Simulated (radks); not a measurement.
Results of a calculation; reference values are marked as such.
Dy III, configuration [Xe] 4f10. Level of theory: non-relativistic Kohn-Sham, r2SCAN, spin-polarised, spherical densities, point nucleus; open shells are filled with parallel spins first (spin-orbit coupling, left out, can overturn this in heavy ions); meta-GGA in the generalised Kohn-Sham scheme; relativity is left out, which matters for an element this heavy (a radial shooting solver on a logarithmic mesh with Libxc functionals). Some entries of the table are withheld. Estimate them.

orbital  occ.  eigenvalue (eV)  r(max) (bohr)
1s up       1        -50281.66        0.01524
1s down     1        -50281.65        0.01524
2s up       1        -8087.787        0.08333
2s down     1        -8087.769        0.08333
2p up       3        -7703.397        0.06488
2p down     3        -7703.379        0.06488
3s up       1        -1806.913         0.2312
3s down     1        -1804.351         0.2311
3p up       3        -1634.247         0.2188
3p down     3        -1631.905         0.2187
3d up       5        -1313.326         0.1746
3d down     5        -1311.635         0.1745
4s up       1        -365.1448         0.5267
4s down     1        -360.5602         0.5266
4p up       3        -296.1248         0.5314
4p down     3        -291.5130         0.5313
4d up       5        -172.9321         0.5367
4d down     5        -168.2956         0.5367
5s up       1         -57.5687          1.242
5s down     1         -55.8573          1.255
5p up       3         -39.1766            (1)
5p down     3         -37.9047            (2)
4f up       7         -21.9469            (3)
4f down     3         -17.7896            (4)

Answer. 
(1) 5p up r(max) (bohr): 1.359
(2) 5p down r(max) (bohr): 1.377
(3) 4f up r(max) (bohr): 0.5302
(4) 4f down r(max) (bohr): 0.5325
